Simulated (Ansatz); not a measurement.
Cost and result for the atomization energy of FH$_{4}$SbSi (`F[SiH2][SbH2]`) (7 atoms, 6 bonds).

Z-matrix (Å, degrees):
```
Si
Sb 1 2.571
F 1 1.606 2 108.7
H 1 1.484 2 113.7 3 -119.5
H 1 1.486 2 109.6 3 117.5
H 2 1.711 1 88.0 3 178.4
H 2 1.708 1 91.0 3 87.2
```

Total charge 0; spin multiplicity 1. Correlated methods include outer-core shells of Sb, which these sets cover unevenly. Sb takes the def2 core potential. Geometry: relaxed with PBE0-D4/def2-TZVP. Program: Ansatz. All runs use 2 threads of an Arm Neoverse V1 on a shared host. Times are those of one run each, without the atoms' runs, and a repeat can differ threefold. Electronic energies, without spin–orbit coupling; frozen cores. CCSD(T)/CBS adds CCSD(T) − MP2 in def2-TZVPP to the MP2 limit, and its time is that of the two runs behind it. T1 = 0.013. With those shells the extrapolation isn't a true limit. B3LYP takes the VWN-RPA correlation (the form of Gaussian; ORCA's B3LYP/G). HSE06 is the plane-wave form, built on full-range PBE exchange.

CCSD(T)/CBS is a level of theory with its own doubt, some kJ/mol a heavy atom from the limit and from the frozen cores, so smaller differences don't rank the functionals.

```
                             level  functions  wall time  atomization (kcal/mol)  difference from CCSD(T)/CBS  per bond
            LDA (SPW92)/def2-TZVPP        179      1.1 s                   534.7                         60.6      10.1
              revPBE-D4/def2-TZVPP        179      1.8 s                   459.1                        -15.0      -2.5
               HSE06-D4/def2-TZVPP        179      2.8 s                   461.6                        -12.5      -2.1
                  CCSD(T)/def2-SVP         78      2.8 s                   425.1                        -49.0      -8.2
           CAM-B3LYP-D4/def2-TZVPP        179        3 s                   473.9                         -0.2       0.0
 B3LYP-D4/def2-TZVPP (with forces)        179      4.1 s                   472.3                         -1.8      -0.3
r2SCAN-D4/def2-TZVPP (with forces)        179      4.9 s                   468.6                         -5.5      -0.9
             r2SCANh-D4/def2-TZVPP        179        5 s                   465.3                         -8.8      -1.5
               PBE-QIDH/def2-TZVPP        179        5 s                   458.7                        -15.4      -2.6
                ωB97X-V/def2-TZVPP        179      8.5 s                   477.4                          3.3       0.5
                    MP2/def2-QZVPP        329       13 s                   464.2                         -9.9      -1.7
                CCSD(T)/def2-TZVPP        179       69 s                   457.8                        -16.3      -2.7
                 CCSD(T)/CBS(def2)          –       82 s                   474.1                          0.0       0.0
```

In def2-TZVPP, CCSD(T) changes the Hartree–Fock value by +124.1 kcal/mol (the triples alone add +6.2 kcal/mol) and MP2 by +120.6 kcal/mol; breaking electron pairs costs correlation energy, which Hartree–Fock lacks. From PBE to PBE0 (25 % exact exchange), in def2-TZVPP and without D4, the atomization energy moves by −7.2 kcal/mol: exact exchange takes away binding that semilocal exchange gives to molecules. At CCSD(T), def2-SVP lies −49.1 kcal/mol from the extrapolated value and def2-TZVPP −16.3 kcal/mol: correlation converges slowly with the basis, and small sets miss more of it in the bonded molecule than in its fragments.
